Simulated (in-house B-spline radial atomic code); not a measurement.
A fraction x of an electron is removed from 3d in Sb⁵⁺, starting from [Kr] 4d10 and keeping the highest spin. Method: non-relativistic B97-1, spin-polarised, spherical fractional occupations, point nucleus. Calculated with a B-spline radial code for spherical atoms.

Caution: exact exchange at fractional occupations of open shells leaves self-interaction of up to several eV.

```tsv
x	E(x) - E(0) (eV)	3d down level (eV)
0	0.0000	-589.403
0.03	17.7024	-590.760
0.15	88.9203	-596.209
0.32	190.9353	-603.978
0.38	?	?
0.5	300.3963	-612.266
0.58	349.5257	-615.970
0.63	380.3822	-618.292
0.8	486.1650	-626.221
0.88	?	?
1	612.3480	-635.621
```

(1) What belongs in the row x = 0.38?

(2) What belongs in the row x = 0.88?

(3) Check Janak's theorem between x = 0.03 and 0.15.

Results:

(1) An energy change of 227.2566 eV; 3d down at -606.733 eV.

(2) An energy change of 536.4127 eV; 3d down at -629.972 eV.

(3) The slope of the energy is 593.48 eV; the orbital levels give 593.48 eV (-ε of the emptying orbital, averaged over the two points).
